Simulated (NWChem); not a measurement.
# WS2ClF; SMILES [Cl][W](=[S])(=[S])[F]

```xyz
5

W     -0.0001     0.0463    -0.1628
S     -1.7060     1.0023     0.6464
S      1.7027     1.0076     0.6467
F     -0.0004     0.2630    -2.0027
Cl     0.0030    -2.1013     0.5368
```
Atoms are numbered in this order, from 1.

Level: PBE0/def2-SVP with def2 effective core potentials on W (NWChem), optimised geometry, unscaled harmonic frequencies. def2 effective core potentials on W; no spin-orbit coupling.

List the harmonic frequencies with IR intensities, and the thermochemistry.


```json
[
 {"frequency (cm⁻¹)": "134", "IR intensity (km/mol)": "0.9"},
 {"frequency (cm⁻¹)": "148", "IR intensity (km/mol)": "0.0"},
 {"frequency (cm⁻¹)": "174", "IR intensity (km/mol)": "1.0"},
 {"frequency (cm⁻¹)": "196", "IR intensity (km/mol)": "0.1"},
 {"frequency (cm⁻¹)": "202", "IR intensity (km/mol)": "0.3"},
 {"frequency (cm⁻¹)": "419", "IR intensity (km/mol)": "50.1"},
 {"frequency (cm⁻¹)": "566", "IR intensity (km/mol)": "78.6"},
 {"frequency (cm⁻¹)": "572", "IR intensity (km/mol)": "19.6"},
 {"frequency (cm⁻¹)": "709", "IR intensity (km/mol)": "98.1"}
]
```

```json
{
 "zero_point_energy": "4.5 kcal/mol",
 "thermal correction to the enthalpy at 298.15 K (with zero-point energy)": "9.2 kcal/mol",
 "heat capacity Cv": "19.8 cal/(mol K)",
 "entropy at 298.15 K and 1 atm (symmetry number 1)": "86.5 cal/(mol K)"
}
```

Rigid rotor and harmonic oscillator.
